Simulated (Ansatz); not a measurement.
C4H10N2Si (`C=C[Si](N)(N)C=C`). Total charge 0; spin multiplicity 1. The geometry is a stationary point of PBE0-D4/def2-TZVP. It is one conformer, not always the lowest.

```xyz
17

C    -1.110   -1.187   -1.916
C    -0.925   -0.948   -0.620
Si    0.547   -0.036    0.076
N     1.301    0.744   -1.258
N     1.780   -1.001    0.784
C    -0.052    1.069    1.455
C    -1.331    1.350    1.690
H    -0.403   -0.832   -2.662
H    -1.961   -1.751   -2.290
H    -1.664   -1.349    0.074
H     2.224    1.126   -1.123
H     0.758    1.321   -1.879
H     1.707   -1.259    1.755
H     2.211   -1.736    0.245
H     0.693    1.548    2.093
H    -2.129    0.918    1.091
H    -1.646    2.025    2.482
```

Q: What is the dipole moment at r2SCAN/def2-TZVPP? (Best estimate.)

A: The calculation gave: 0.21 D, with components (0.19, 0.01, 0.10) D in this frame, pointing from negative to positive charge.

Q: And with PBE, B3LYP, ωB97M-V? (An estimate is asked.)

A: Ansatz gave: PBE 0.27 D, B3LYP 0.18 D, ωB97M-V 0.14 D.

Q: Give the Mulliken charges with r2SCAN, ωB97M-V, PBE in def2-TZVPP. (Estimate.)

A: The calculation gave: 
```tsv
atom	r2SCAN	ωB97M-V	PBE
C1	-0.16	-0.21	-0.19
C2	-0.21	-0.27	-0.18
Si3	0.60	0.64	0.44
N4	-0.44	-0.37	-0.38
N5	-0.45	-0.37	-0.39
C6	-0.22	-0.27	-0.19
C7	-0.14	-0.19	-0.18
H8	0.08	0.10	0.08
H9	0.07	0.11	0.09
H10	0.07	0.10	0.08
H11	0.15	0.12	0.15
H12	0.14	0.11	0.14
H13	0.15	0.11	0.14
H14	0.15	0.12	0.15
H15	0.06	0.10	0.08
H16	0.07	0.09	0.08
H17	0.07	0.11	0.09
```

B3LYP here is the variant with VWN-RPA as its local correlation; programs differ in this.
